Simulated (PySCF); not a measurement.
## Spinor energies of Si²⁺ (silicon, charge +2)

Start: [Ne] 3s1 3p1; 3s1/2 filled at m_j = +1/2; 3p3/2 filled at m_j = +3/2. Calculated with PySCF 2.14 in x2c-TZVPall-2c (5s6p2d1f, 40 functions): generalised Hartree-Fock with the X2C-1e Hamiltonian and a Gaussian nucleus; one run each with spin-orbit coupling (SO) switched off, then screened by Boettger's factors. This is a chosen level, not necessarily the ground level.

```tsv
spinor shell	electrons	ε, spin-free (eV)	ε, screened SO (eV)	weight of nominal j (screened SO)	rms radius, screened SO (bohr)
1s1/2	2	-1900.0	-1900.0	1.000	0.129
2s1/2	2	-190.62	-190.63	1.000	0.612
2p3/2	4	-138.34	-138.13	0.934	0.597
2p1/2	2	-138.34	-138.79	0.867	0.597
3s1/2	1	-35.567	-35.570	0.999	2.09
3p3/2	1	-26.764	-26.747	1.000	2.37
```

```csv
quantity,spin-free,screened SO
E (hartree),-288.39390,-288.39353
M_J,2,2
⟨J²⟩,6.005,6.005
⟨L²⟩,2.005,2.005
⟨S²⟩,2.000,2.000
```

Each row is a mean over spinors that exchange with the open shell spreads, by up to 1.428 eV (2p3/2).

Rows whose weight is well below 1 are mixtures of j = l ± 1/2: exchange outweighs spin-orbit coupling there, and the label is only the starting occupation.

Without spin-orbit coupling the j labels of p, d and f shells carry no meaning; the spin-free column gives the mean over the occupied spinors of each nl shell.
